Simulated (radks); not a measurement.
Spherical quantum dot in the effective-mass picture: electrons in a hard-walled sphere of radius 9.76, all in effective atomic units (hartree* = m*/eps^2 hartree, bohr* = eps/m* bohr), one dielectric constant everywhere. Method: non-relativistic Kohn-Sham, LDA (Slater exchange, Perdew-Wang correlation), spin-polarised, spherical densities; computed with a radial shooting solver with Libxc functionals. Levels are named by radial order and angular momentum (1s, 1p, 1d, 2s, ...), and open shells are averaged over m. Each electron was tried in the lowest free levels, single moves between levels near the top were tried too, and the lowest total energy was kept; such a search can miss a lower state. At N = 1 the Hartree and exchange-correlation terms need not cancel, so that row can carry a self-interaction error.

| N | open shells | 2S | E (hartree*) | addition energy mu(N+1) - mu(N) (hartree*) | e(HOMO) (hartree*) | rms radius (bohr*) |
|---|---|---|---|---|---|---|
| 1 | 1s(up 1, down 0) | 1 | 0.0514773 | 0.1432 | 0.11239 | 5.308 |
| 2 | none | 0 | 0.246198 | 0.1610 | 0.25599 | 5.792 |
| 3 | 1p(up 1, down 0) | 1 | 0.601907 | 0.1199 | 0.41516 | 6.197 |
| 4 | 1p(up 2, down 0) | 2 | 1.07752 | 0.1216 | 0.53631 | 6.432 |
| 5 | 1p(up 3, down 0) | 3 | 1.67477 | 0.1451 | 0.65822 | 6.597 |
| 6 | 1p(up 3, down 1) | 2 | 2.41716 | 0.1178 | 0.80103 | 6.727 |
| 7 | 1p(up 3, down 2) | 1 | 3.27740 | 0.1190 | 0.91960 | 6.831 |
| 8 | none | 0 | 4.25658 | 0.1652 | 1.0388 | 6.919 |
| 9 | 1d(up 1, down 0) | 1 | 5.40098 | 0.1173 | 1.2030 | 7.010 |
| 10 | 1d(up 2, down 0) | 2 | 6.66271 | 0.1176 | 1.3205 | 7.086 |
| 11 | 1d(up 3, down 0) | 3 | 8.04202 | 0.1177 | 1.4381 | 7.151 |
| 12 | 1d(up 4, down 0) | 4 | 9.53899 | 0.1177 | 1.5558 | 7.209 |
| 13 | 1d(up 5, down 0) | 5 | 11.1536 | 0.1419 | 1.6735 | 7.260 |
| 14 | 1d(up 5, down 1) | 4 | 12.9102 | 0.1157 | 1.8144 | 7.307 |
| 15 | 1d(up 5, down 2) | 3 | 14.7825 | 0.1160 | 1.9302 | 7.349 |
| 16 | 1d(up 5, down 3) | 2 | 16.7708 | 0.1161 | 2.0463 | 7.387 |
| 17 | 1d(up 5, down 4) | 1 | 18.8751 | 0.1162 | 2.1624 | 7.423 |
| 18 | none | 0 | 21.0956 | 0.1732 | 2.2786 | 7.456 |
| 19 | 1f(up 1, down 0) | 1 | 23.4893 | 0.1152 | 2.4513 | 7.490 |
| 20 | 1f(up 2, down 0) | 2 | 25.9982 | 0.1153 | 2.5665 | 7.522 |
| 21 | 1f(up 3, down 0) | 3 | 28.6223 | 0.1153 | 2.6818 | 7.552 |
| 22 | 1f(up 4, down 0) | 4 | 31.3617 | 0.1153 | 2.7971 | 7.580 |
| 23 | 1f(up 5, down 0) | 5 | 34.2164 | 0.1152 | 2.9123 | 7.606 |
| 24 | 1f(up 6, down 0) | 6 | 37.1863 | 0.1152 | 3.0275 | 7.630 |
| 25 | 1f(up 7, down 0) | 7 | 40.2714 | 0.1397 | 3.1427 | 7.653 |
| 26 | 1f(up 7, down 1) | 6 | 43.4963 | 0.1141 | 3.2819 | 7.675 |
| 27 | 1f(up 7, down 2) | 5 | 46.8352 | 0.1142 | 3.3960 | 7.696 |
| 28 | 1f(up 7, down 3) | 4 | 50.2883 | 0.1142 | 3.5102 | 7.715 |
| 29 | 1f(up 7, down 4) | 3 | 53.8556 | 0.1142 | 3.6244 | 7.734 |
| 30 | 1f(up 7, down 5) | 2 | 57.5371 | 0.1142 | 3.7386 | 7.752 |
| 31 | 1f(up 7, down 6) | 1 | 61.3329 | 0.1142 | 3.8529 | 7.769 |
| 32 | none | 0 | 65.2429 | 0.1826 | 3.9671 | 7.785 |
| 33 | 1g(up 1, down 0) | 1 | 69.3355 | 0.1137 | 4.1494 | 7.803 |
| 34 | 1g(up 2, down 0) | 2 | 73.5417 | 0.1137 | 4.2631 | 7.819 |
| 35 | 1g(up 3, down 0) | 3 | 77.8616 | 0.1137 | 4.3767 | 7.835 |
| 36 | 1g(up 4, down 0) | 4 | 82.2952 | 0.1136 | 4.4904 | 7.850 |
| 37 | 1g(up 5, down 0) | 5 | 86.8424 | 0.1136 | 4.6040 | 7.864 |
| 38 | 1g(up 6, down 0) | 6 | 91.5033 | 0.1136 | 4.7176 | 7.878 |
| 39 | 1g(up 7, down 0) | 7 | 96.2777 | 0.1136 | 4.8312 | 7.892 |
| 40 | 1g(up 8, down 0) | 8 | 101.166 | 0.1136 | 4.9448 | 7.905 |
| 41 | 1g(up 9, down 0) | 9 | 106.167 | - | 5.0584 | 7.917 |

All shells are closed at N = 2, 8, 18, 32 (there: 1s2 1p6 1d10 1f14); the second difference of the energy has clear peaks (12 % above both neighbours; the first and last values, which can be the largest, are not judged, and half-filled shells can peak too) at N = 2, 5, 8, 13, 18, 25, 32.
